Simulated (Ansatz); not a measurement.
Computed with Ansatz on PBE0-D4/def2-TZVP structures; ΔE is electronic, products minus reactants. CCSD(T)/CBS adds triple-zeta CCSD(T) − MP2 to the extrapolated MP2 energy (def2 sets, frozen cores). For Se outer-core shells are correlated without core-valence functions, which leaves a few kJ/mol of doubt a bond. Scalar relativity is left out up to krypton. Each species was taken in one conformer, which may not be the lowest.

Reaction (ligand exchange at the Si–Se bond): `O[Si](O)(F)[SeH]` + `N[SiH2]F` → `O[Si](O)(F)N[SiH2]F` + H₂Se

```csv
species,CCSD(T)/CBS(def2) energy (Eh)
`O[Si](O)(F)[SeH]`,-2941.94210
`N[SiH2]F`,-446.07709
`O[Si](O)(F)N[SiH2]F`,-986.12933
H₂Se,-2401.89790
```

Work out ΔE.

ΔE = (-986.12933) + (-2401.89790) − (-2941.94210) − (-446.07709) = -0.00804 Eh = -21.1 kJ/mol.

Largest T1 diagnostic among the species: 0.011.

The D4 term adds −3.2 kJ/mol with B3LYP and −2.2 kJ/mol with PBE0; it sums over pairs of atoms, weighted by their polarisabilities, and B3LYP, whose exchange is more repulsive, gets the larger term. In def2-TZVPP, CCSD(T) changes the Hartree–Fock value by +6.1 kJ/mol (the triples alone add +1.8 kJ/mol) and MP2 by +11.6 kJ/mol. From PBE to PBE0 (25 % exact exchange), in def2-TZVPP and without D4, ΔE moves by −5.1 kJ/mol.

B3LYP here is the variant with VWN-RPA as its local correlation; programs differ in this.
